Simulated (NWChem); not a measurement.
System: C2H7ClSn; SMILES [CH3][SnH]([CH3])[Cl]

Computed with NWChem. Coordinates come from a PBE-D3(BJ)/def2-SVP optimisation. No frequency run checked for a minimum. def2 effective core potentials on Sn; no spin-orbit coupling. Level MN15/def2-SVP: energy and gradient on several grids; changes count from the extra-fine grid, which is no exact limit either.

Problem. Which is the coarsest grid (xcoarse; fine; medium; xfine; coarse) from which on the energy stays within 500 μHa and each gradient component within 500 μHa/bohr of xfine?

Solution. medium.
```
grid     size of the energy change (μHa)  largest change of a gradient component (μHa/bohr)  time, medium = 1 (rough)
-------  -------------------------------  -------------------------------------------------  ------------------------
xcoarse                            20000                                               8000                       0.4
coarse                               100                                               1000                       0.4
medium                                20                                                300                   about 1
fine                                < 10                                               < 30                   about 1
xfine                               < 10                                               < 30                   about 1
```
